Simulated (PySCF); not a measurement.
Ga(Me)2 (C2H6Ga), SMILES [Ga]([CH3])[CH3], multiplicity 2.

Coordinates come from a B3LYP-D3(BJ)/def2-SVP optimisation. The spin state was assumed, not searched. The isomer is the one that the SMILES or the coordinates give; other isomers of the formula were not compared.

Two levels are set side by side: PBE/def2-TZVPD (PySCF) and PBE0/def2-TZVPD (PySCF). Same geometry, gas phase. Differences are taken from unrounded values.

| quantity | PBE0 |
|---|---|
| α-spin orbital gap (eV) | 3.77 |
| β-spin orbital gap (eV) | 5.32 |
| dipole moment (D) | 0.45 |
| mean polarisability (bohr³) | 68.6 |

What does PBE give, and how far is it from PBE0? (An estimate is asked for; the answer gives what the named calculation found.)


```csv
quantity,PBE,PBE minus PBE0
α-spin orbital gap (eV),2.02,-1.75
β-spin orbital gap (eV),3.35,-1.97
dipole moment (D),0.53,0.08
mean polarisability (bohr³),71.8,3.2
```

PBE's more diffuse valence density responds more strongly to a field. Differences between two approximate levels are no errors against the true value.

Rough cost on one machine, each run with all the roots and properties that it gave: PBE0 against PBE within a factor of 2.
